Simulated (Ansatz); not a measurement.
**Which isomer of CH4GeO gives these data?**

These gas-phase data were calculated for one isomer of CH4GeO at PBE0-D3(BJ)/pcseg-1 (harmonic, unscaled wavenumbers; equilibrium rotational constants with average atomic masses):

| Item | Value |
| --- | --- |
| rotational constants | 12.05, 7.148, 4.617 GHz |
| all wavenumbers above 1500 cm⁻¹ | 3825, 3163, 3133, 3035 |
| dipole moment | 2.01 D (PBE0/def2-TZVPD) |

Candidates:

(1) `[CH3][Ge][OH]`, a singlet
(2) `C[O][GeH]`, a singlet

Which candidate do the data belong to?

Candidate (1). The band at 3825 cm⁻¹ lies where the O–H stretch is expected; (2) has no mode between 3300 and 4000 cm⁻¹.

The same quantities for all candidates:

|  | rotational constants (GHz) | wavenumbers above 1500 cm⁻¹ | dipole (D) | E above the lowest, PBE0-D3(BJ)/pcseg-1 (kcal/mol) |
| --- | --- | --- | --- | --- |
| (1) | 12.05, 7.148, 4.617 | 3825, 3163, 3133, 3035 | 2.01 | 0.0 |
| (2) | 44.39, 3.879, 3.649 | 3134, 3120, 3027, 1823 | 0.93 | 18.2 |

Harmonic stretches to hydrogen usually lie a few per cent above observed fundamentals. Each candidate is one conformer. Programs: Ansatz 0.2.0.
